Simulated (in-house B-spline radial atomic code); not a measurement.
A radial electron density 4πr²n(r) was computed for an atom or ion in its tabulated ground configuration with a B-spline radial code for spherical atoms; method: non-relativistic B3LYP, spin-polarised, spherical fractional occupations, exact exchange averaged over the configuration. Columns: r (bohr), 4πr²n(r) (electrons per bohr), bar.

```
 0.00229   0.6966 #
 0.00274   0.9742 #
 0.00329    1.365 ##
 0.00394    1.892 ##
 0.00472    2.608 ###
 0.00566    3.571 #####
 0.00679    4.847 ######
 0.00814    6.494 ########
 0.00976    8.583 ###########
  0.0117    11.15 ##############
   0.014    14.18 ##################
  0.0168    17.67 #######################
  0.0202    21.45 ###########################
  0.0242    25.08 ################################
   0.029    28.23 ####################################
  0.0348     30.4 #######################################
  0.0417    31.14 ########################################
    0.05     30.3 #######################################
    0.06    28.21 ####################################
  0.0719    25.79 #################################
  0.0862    24.33 ###############################
   0.103     24.9 ################################
   0.124    27.86 ###################################
   0.149     31.9 #########################################
   0.178    34.54 ############################################
   0.214    33.64 ###########################################
   0.256    28.65 #####################################
   0.307    21.36 ###########################
   0.368     15.3 ###################
   0.442    13.03 #################
    0.53    14.32 ##################
   0.635    16.36 #####################
   0.761    16.41 #####################
   0.913    13.73 #################
    1.09    9.716 ############
    1.31    5.773 #######
    1.57    3.018 ####
    1.89    1.386 ##
    2.26   0.5917 #
    2.71   0.2195 
    3.25  0.06744 
     3.9  0.01578
```

Q: Which atom or ion is it?
A. Cr2+
B. Mn2+
C. Fe2+
D. Fe+

A: C. The area under the curve, ∫4πr²n dr = ∫r·4πr²n d(ln r) on this logarithmic grid, is 24 electrons, which only this option has. The configuration is [Ar] 3d6.
